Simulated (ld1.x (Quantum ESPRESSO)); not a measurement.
u(r) = r·R(r): atom against pseudo-atom (K)

Columns: radius, all-electron u(r) and pseudo u(r) of the 3p shell (level -18.90 eV) of potassium in the configuration [Ne] 3s2 3p6 4s1 4p0; BP86, scalar-relativistic, TM semilocal scheme, ld1.x (Quantum ESPRESSO) 7.5.

```tsv
r (bohr)	all-electron	pseudo
0.152	0.3923	-0.0415
0.305	0.3381	-0.1586
0.458	-0.0179	-0.3274
0.610	-0.3803	-0.5127
0.762	-0.6485	-0.6805
0.915	-0.8102	-0.8045
1.068	-0.8804	-0.8705
1.220	-0.8850	-0.8806
1.372	-0.8482	-0.8480
1.525	-0.7871	-0.7881
1.678	-0.7143	-0.7149
1.830	-0.6385	-0.6386
1.982	-0.5640	-0.5641
2.135	-0.4934	-0.4934
2.288	-0.4285	-0.4285
2.440	-0.3705	-0.3705
2.592	-0.3190	-0.3190
2.745	-0.2734	-0.2734
2.898	-0.2337	-0.2337
3.050	-0.1996	-0.1996
3.202	-0.1702	-0.1702
3.355	-0.1449	-0.1449
3.508	-0.1231	-0.1231
3.660	-0.1047	-0.1047
3.812	-0.0890	-0.0890
3.965	-0.0755	-0.0755
```

Question: How many radial nodes do the two functions have?

Answer: The all-electron 3p function has n − l − 1 = 1; the pseudo-wave has 0, since the states of the same l below it are removed with the core.

Question: At about which radius was the pseudo-wave matched?

Answer: 2.15 bohr. The columns agree to 0.0005 from 1.83 bohr on; several derivatives are matched, so the curves merge somewhat inside the radius.

Question: Is the pseudo-wave norm-conserving?

Answer: Yes: the TM semilocal scheme keeps the norm inside the radius equal to the all-electron one, which fixes the energy derivative of the logarithmic derivative at the level.
